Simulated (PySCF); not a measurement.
## Structure elucidation problem

An unknown has the formula C4H8N2O2Si. Its calculated NMR data are:

¹H NMR (400 MHz, computed): δ 7.80 (m, 1H), 7.65 (m, 1H), 6.57 (m, 1H), 5.18 (s, 1H), 4.15 (s, 3H), 3.85 (br s, 1H).

¹³C{¹H} NMR (computed): δ 146.9 (CH), 137.2 (CH), 112.4 (CH), 52.1 (CH3).

- geometry: GFN2-xTB
- GIAO PBE0/pcSseg-1 shieldings
- program: PySCF
- no relativistic terms, no solvent model, fast rotation and ring inversion assumed for equivalent nuclei, one computed conformer

Scale: ¹H, ¹³C against TMS (reference shieldings calculated alike).

Question: What is the structure?

Answer: 
- The formula gives 3 degrees of unsaturation (1 ring in the answer).
- 4 carbon signals for 4 carbons: no two carbons are equivalent.
- Carbon types of the structure: 3 × CH, 1 × CH3, leaving 2 H on heteroatoms.
- δC 146.9, 137.2: aromatic CH next to a ring nitrogen.
- δC 112.4: aromatic CH.
- δC 52.1: methyl carbon bonded to O; deshielded by the electronegative neighbour.
- δH 7.80, 7.65: hydrogen on an aromatic CH next to a ring nitrogen; the ring current deshields protons in the ring plane.
- δH 6.57: hydrogen on an aromatic CH; the ring current deshields protons in the ring plane.
- δH 4.15: hydrogen on a methyl carbon bonded to O; its carbon carries O, hence the downfield position.
- δH 3.85: hydrogen on an oxygen bonded to Si; exchangeable; this is the value without hydrogen bonding to other molecules.

The compound is `CO[Si@H](O)n1cccn1`.

The data come from this structure; uniqueness wasn't tested.

The OH or NH signal is concentration- and solvent-dependent in practice; the value given is the gas-phase one. Shifts are as computed. Against solution values, carbons near 30 ppm lie about +3 ppm off and those near 130 ppm about +5 ppm. Of 1211 compounds with measured shifts, 218 miss one by over three times the rms of a fit or turn the order of signals round; such compounds aren't used in these exercises. No couplings were computed; multiplicities are counted from neighbouring protons, with m where these are inequivalent, close in shift, in a saturated or five-membered ring or joined by F or P, and br s for small geminal =CH2 splittings.
